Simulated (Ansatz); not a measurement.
Cost and result for the atomization energy of CH4OSiZn (8 atoms, 7 bonds).

Cartesian coordinates in Å:
```
Zn 1.654 -0.963 -2.670
Si 0.631 0.172 0.271
C -1.143 0.155 0.626
O -0.642 -0.341 -0.671
H 1.324 1.415 -0.130
H 1.537 -0.857 0.822
H -1.759 1.046 0.526
H -1.602 -0.627 1.227
```

Total charge 0; spin multiplicity 1. For Zn the d shell is correlated and the shells below it are frozen. Scalar relativity is left out up to krypton. The bonds changed during the relaxation, so this is another structure than the one it started from. Geometry: relaxed with PBE0-D4/def2-TZVP. Program: Ansatz. All runs use 4 threads of an Intel Xeon Platinum 8559C on a shared host. Times are those of one run each, without the atoms' runs, and a repeat can differ threefold. Electronic energies, without spin–orbit coupling; frozen cores. CCSD(T)/CBS adds CCSD(T) − MP2 in def2-TZVPP to the MP2 limit, and its time is that of the two runs behind it. T1 = 0.015. With those shells the extrapolation isn't a true limit. B3LYP takes the VWN-RPA correlation (the form of Gaussian; ORCA's B3LYP/G).

CCSD(T)/CBS is a level of theory with its own doubt, some kJ/mol a heavy atom from the limit and from the frozen cores, so smaller differences don't rank the functionals.

```csv
level,functions,wall time
PBE-D4/def2-TZVPP (with forces),224,1.2 s
PBE0-D4/def2-TZVPP,224,1.6 s
r2SCAN-D4/def2-TZVPP (with forces),224,2 s
B3LYP-D4/def2-TZVPP (with forces),224,2.6 s
B2PLYP/def2-TZVPP,224,3.3 s
ωB97X-V/def2-TZVPP,224,4.6 s
ωB97M-V/def2-TZVPP (with forces),224,6.5 s
MP2/def2-QZVPP,404,11 s
CCSD(T)/def2-TZVPP,224,19 s
CCSD(T)/CBS(def2),–,30 s
```

Q: What atomization energy does each give, and how far from CCSD(T)/CBS? (An estimate is asked.)

A: The calculation gave: 
```tsv
level	atomization (kcal/mol)	difference from CCSD(T)/CBS	per bond
PBE-D4/def2-TZVPP (with forces)	599.3	10.5	1.5
PBE0-D4/def2-TZVPP	586.0	-2.8	-0.4
r2SCAN-D4/def2-TZVPP (with forces)	590.6	1.8	0.2
B3LYP-D4/def2-TZVPP (with forces)	587.4	-1.4	-0.2
B2PLYP/def2-TZVPP	580.0	-8.8	-1.3
ωB97X-V/def2-TZVPP	590.5	1.7	0.2
ωB97M-V/def2-TZVPP (with forces)	589.9	1.1	0.2
MP2/def2-QZVPP	592.3	3.5	0.5
CCSD(T)/def2-TZVPP	571.2	-17.6	-2.5
CCSD(T)/CBS(def2)	588.8	0.0	0.0
```

In def2-TZVPP, CCSD(T) changes the Hartree–Fock value by +160.3 kcal/mol (the triples alone add +10.2 kcal/mol) and MP2 by +170.9 kcal/mol; breaking electron pairs costs correlation energy, which Hartree–Fock lacks. The D4 term adds +7.1 kcal/mol with B3LYP and +3.7 kcal/mol with PBE0; it sums over pairs of atoms, weighted by their polarisabilities, and B3LYP, whose exchange is more repulsive, gets the larger term. From PBE to PBE0 (25 % exact exchange), in def2-TZVPP and without D4, the atomization energy moves by −12.7 kcal/mol: exact exchange takes away binding that semilocal exchange gives to molecules.
